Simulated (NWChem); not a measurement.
Program: NWChem. System: silanone (H2OSi), charge 0, spin multiplicity 1, at a geometry optimised with PBE0/def2-SVP. Level: EOM-CCSD/aug-cc-pVDZ, 6 core orbitals frozen.

Output (cleaned and shortened):

```
             Northwest Computational Chemistry Package (NWChem) 7.3.0
             --------------------------------------------------------

                                NWChem Input Module
                                -------------------

 Scaling coordinates for geometry "geometry" by  1.889725989
 (inverse scale =  0.529177249)

 Turning off AUTOSYM since
 SYMMETRY directive was detected!

                             Geometry "geometry" -> ""
                             -------------------------

 Output coordinates in angstroms (scale by  1.889725989 to convert to a.u.)

  No.       Tag          Charge          X              Y              Z
 ---- ---------------- ---------- -------------- -------------- --------------
    1 Si                  14.0000     0.00000000     0.00000000     0.44097800
    2 O                    8.0000     0.00000000     0.00000000    -1.09106900
    3 H                    1.0000    -1.23535100     0.00000000     1.27742800
    4 H                    1.0000     1.23535100     0.00000000     1.27742800

 Effective nuclear repulsion energy (a.u.)      52.0007935892

            Nuclear Dipole moment (a.u.)
            ----------------------------
        X                 Y               Z
 ---------------- ---------------- ----------------
     0.0000000000     0.0000000000    -0.0000075589

      Symmetry information
      --------------------

 Group name             C2v
 Group number             16
 Group order               4
 No. of unique centers     3

      Symmetry unique atoms

     1    2    3


 Summary of "ao basis" -> "" (spherical)
 ------------------------------------------------------------------------------
       Tag                 Description            Shells   Functions and Types
 ---------------- ------------------------------  ------  ---------------------
 *                        aug-cc-pvdz                 on all atoms

 Summary of "ao basis" -> "ao basis" (spherical)
 ------------------------------------------------------------------------------
       Tag                 Description            Shells   Functions and Types
 ---------------- ------------------------------  ------  ---------------------
 Si                       aug-cc-pvdz               11       27   5s4p2d
 O                        aug-cc-pvdz                9       23   4s3p2d
 H                        aug-cc-pvdz                5        9   3s2p

                                 NWChem SCF Module
                                 -----------------

  ao basis        = "ao basis"
  functions       =    68
  atoms           =     4
  closed shells   =    12
  open shells     =     0
  charge          =   0.00
  wavefunction    = RHF
  use symmetry    = T
  symmetry adapt  = T

 Summary of "ao basis" -> "ao basis" (spherical)
 ------------------------------------------------------------------------------
       Tag                 Description            Shells   Functions and Types
 ---------------- ------------------------------  ------  ---------------------
 Si                       aug-cc-pvdz               11       27   5s4p2d
 O                        aug-cc-pvdz                9       23   4s3p2d
 H                        aug-cc-pvdz                5        9   3s2p

      Symmetry analysis of basis
      --------------------------

        a1         31
        a2          6
        b1         18
        b2         13

 Forming initial guess at       0.1s

      Superposition of Atomic Density Guess
      -------------------------------------

 Sum of atomic energies:        -364.60148586

      Non-variational initial energy
      ------------------------------

 Total energy =    -364.831853
 1-e energy   =    -607.527581
 2-e energy   =     190.694935
 HOMO         =      -0.388333
 LUMO         =      -0.059698

      Symmetry analysis of molecular orbitals - initial
      -------------------------------------------------

  Numbering of irreducible representations:

     1 a1          2 a2          3 b1          4 b2

  Orbital symmetries:

     1 a1          2 a1          3 a1          4 a1          5 b1
     6 b2          7 a1          8 a1          9 b1         10 a1
    11 b2         12 b1         13 b2         14 a1         15 a1
[...]
 Dim. of EOMCC iter. space      500

 EOMCCSD SOLVER TYPE  1
  maxdiff =   0.48952211722533218

 No. of initial right vectors    1

 EOM-CCSD right-hand side iterations
 --------------------------------------------------------------
      Residuum       Omega / hartree  Omega / eV    Cpu    Wall
 --------------------------------------------------------------

 Iteration   1 using    1 trial vectors
   0.5694519906045   0.4613018748848   12.55267     0.4     0.4

 Iteration   2 using    2 trial vectors
   0.1152932713313   0.3318560406097    9.03027     0.3     0.3

 Iteration   3 using    3 trial vectors
   0.0694579066239   0.3222998009161    8.77023     0.3     0.3

 Iteration   4 using    4 trial vectors
   0.0660601510459   0.3165380814654    8.61344     0.3     0.3

 Iteration   5 using    5 trial vectors
   0.0622337391570   0.3085104768646    8.39500     0.3     0.3

 Iteration   6 using    6 trial vectors
   0.0590449630918   0.3043619077892    8.28211     0.3     0.3

 Iteration   7 using    7 trial vectors
   0.1121101303872   0.2914176450952    7.92988     0.3     0.3

 Iteration   8 using    8 trial vectors
   0.0748843808062   0.2767292871668    7.53019     0.3     0.3

 Iteration   9 using    9 trial vectors
   0.0496379519702   0.2726445346967    7.41904     0.3     0.3

 Iteration  10 using   10 trial vectors
   0.0533198882174   0.2676571340502    7.28332     0.3     0.3

 Iteration  11 using   11 trial vectors
   0.0674718223499   0.2635561953877    7.17173     0.3     0.3

 Iteration  12 using   12 trial vectors
   0.0789736056365   0.2522339421006    6.86364     0.3     0.3

 Iteration  13 using   13 trial vectors
   0.0776451864539   0.2452634122341    6.67396     0.3     0.3

 Iteration  14 using   14 trial vectors
   0.0784850448151   0.2331774100998    6.34508     0.3     0.3

 Iteration  15 using   15 trial vectors
   0.0379019402725   0.2308718936286    6.28235     0.3     0.3

 Iteration  16 using   16 trial vectors
   0.0167975801762   0.2284714075351    6.21703     0.3     0.3

 Iteration  17 using   17 trial vectors
   0.0088311913927   0.2289316887983    6.22955     0.3     0.3

 Iteration  18 using   18 trial vectors
   0.0048484589895   0.2284356508813    6.21605     0.3     0.3

 Iteration  19 using   19 trial vectors
   0.0019183413971   0.2286341896612    6.22146     0.3     0.3

 Iteration  20 using   20 trial vectors
   0.0007625910616   0.2285554898245    6.21931     0.3     0.3

 Iteration  21 using   21 trial vectors
   0.0002684333830   0.2285813592568    6.22002     0.3     0.3

 Iteration  22 using   22 trial vectors
   0.0001173728842   0.2285750230540    6.21985     0.3     0.3

 Iteration  23 using   23 trial vectors
   0.0000435137730   0.2285758766039    6.21987     0.3     0.3

 Iteration  24 using   24 trial vectors
   0.0000162351632   0.2285752924127    6.21985     0.3     0.3

 Iteration  25 using   25 trial vectors
   0.0000062581118   0.2285753487081    6.21985     0.3     0.3
 --------------------------------------------------------------
 Iterations converged
 ------------------

 Excited state root  1
 Excitation energy / hartree =        0.228575348708065
                   / eV      =        6.219854352390788
 largest EOMCCSD amplitudes: R1 and R2

 Singles contributions
    13b2  (alpha) ---    10a1  (alpha)        0.7913026293
    18b2  (alpha) ---    10a1  (alpha)       -0.4171769119
    27b2  (alpha) ---    10a1  (alpha)       -0.1160105336

 Doubles contributions
    13b2  (alpha)    13b2  (beta ) ---    10a1  (alpha)    11b2  (beta )       -0.1029028735
    13b2  (alpha)    13b2  (beta ) ---    11b2  (alpha)    10a1  (beta )       -0.1029028735

 No. of initial left vectors    1

 EOM-CCSD left-hand side iterations
 --------------------------------------------------------------
      Residuum       Omega / hartree  Omega / eV    Cpu    Wall
 --------------------------------------------------------------

 Iteration   1 using    1 trial vectors
   0.6670392000789   0.4613018748848   12.55267     0.7     0.7

 Iteration   2 using    2 trial vectors
   0.1205565577594   0.3331051152210    9.06426     0.7     0.7

 Iteration   3 using    3 trial vectors
   0.0696078100526   0.3229054818746    8.78671     0.7     0.7

 Iteration   4 using    4 trial vectors
   0.0676031288644   0.3157676693791    8.59248     0.7     0.7

 Iteration   5 using    5 trial vectors
   0.0622246179191   0.3093299840881    8.41730     0.6     0.6

 Iteration   6 using    6 trial vectors
   0.0620410782380   0.3047891279007    8.29374     0.6     0.6

 Iteration   7 using    7 trial vectors
   0.1095239734109   0.2894151556372    7.87539     0.7     0.7

 Iteration   8 using    8 trial vectors
   0.0798012246266   0.2770035722671    7.53765     0.7     0.7

 Iteration   9 using    9 trial vectors
   0.0533158693375   0.2725160794165    7.41554     0.7     0.7

 Iteration  10 using   10 trial vectors
   0.0609670405567   0.2672562070989    7.27241     0.7     0.7

 Iteration  11 using   11 trial vectors
   0.0779655410746   0.2619994535003    7.12937     0.7     0.7

 Iteration  12 using   12 trial vectors
   0.0834638567656   0.2493083837898    6.78403     0.7     0.7

 Iteration  13 using   13 trial vectors
   0.0770803814513   0.2437264641410    6.63214     0.7     0.7

 Iteration  14 using   14 trial vectors
   0.0741343337703   0.2308015712862    6.28043     0.7     0.7

 Iteration  15 using   15 trial vectors
   0.0361446154558   0.2319081941887    6.31055     0.7     0.7

 Iteration  16 using   16 trial vectors
   0.0166683510700   0.2277191282569    6.19656     0.7     0.7

 Iteration  17 using   17 trial vectors
   0.0090158604514   0.2293656705022    6.24136     0.7     0.7

 Iteration  18 using   18 trial vectors
   0.0049567334236   0.2282820547127    6.21187     0.7     0.7

 Iteration  19 using   19 trial vectors
   0.0021820958468   0.2286758912027    6.22259     0.7     0.7

 Iteration  20 using   20 trial vectors
   0.0008388664773   0.2285551368339    6.21930     0.7     0.7

 Iteration  21 using   21 trial vectors
   0.0002946381744   0.2285770625238    6.21990     0.7     0.7

 Iteration  22 using   22 trial vectors
   0.0001241066419   0.2285763411762    6.21988     0.7     0.7

 Iteration  23 using   23 trial vectors
   0.0000472916064   0.2285748899623    6.21984     0.7     0.7

 Iteration  24 using   24 trial vectors
   0.0000168239720   0.2285754529132    6.21986     0.7     0.7

 Iteration  25 using   25 trial vectors
   0.0000062187924   0.2285752104147    6.21985     0.7     0.7
 --------------------------------------------------------------
 Iterations converged

 Excited state root  1
 Excitation energy / hartree =        0.228575348708065
                   / eV      =        6.219854352390788

 EOM-CCSD transition moments / hartree
 --------------------------------------------
 X    0.0000000 Y    0.0015000 Z    0.0000000
 Oscillator Strength               -0.0000003
 --------------------------------------------

 EOM-CCSD dipole moments / hartree & Debye
 ------------------------------------
   X         0.0000000      0.0000000
   Y         0.0000000      0.0000000
   Z         0.1375909      0.3497239
 Total       0.1375909      0.3497239
 ------------------------------------

 Singles contributions
    13b2  (alpha) ---    10a1  (alpha)        0.7913026293
    18b2  (alpha) ---    10a1  (alpha)       -0.4171769119
    27b2  (alpha) ---    10a1  (alpha)       -0.1160105336

 Doubles contributions
    13b2  (alpha)    13b2  (beta ) ---    10a1  (alpha)    11b2  (beta )       -0.1029028735
    13b2  (alpha)    13b2  (beta ) ---    11b2  (alpha)    10a1  (beta )       -0.1029028735

 Task  times  cpu:       99.7s     wall:       99.7s

 Total times  cpu:       99.7s     wall:       99.7s
```

Write an NWChem input that would produce this output.

Several could match; the one computed here: 
```
start mol
memory heap 100 mb stack 700 mb global 1900 mb
geometry units angstroms nocenter noautoz
  Si     0.000000     0.000000     0.440978
  O      0.000000     0.000000    -1.091069
  H     -1.235351     0.000000     1.277428
  H      1.235351     0.000000     1.277428
  symmetry group C2v
end
basis spherical
  * library aug-cc-pvdz
end
scf
  rhf
  nopen 0
  maxiter 100
  thresh 1e-7
  semidirect memsize 60000000 filesize 0
end
tce
  freeze core 6
  ccsd
  nroots 1
  2eorb
  2emet 13
  thresh 1e-5
  maxiter 200
  tilesize 24
  dipole
end
task tce energy
```
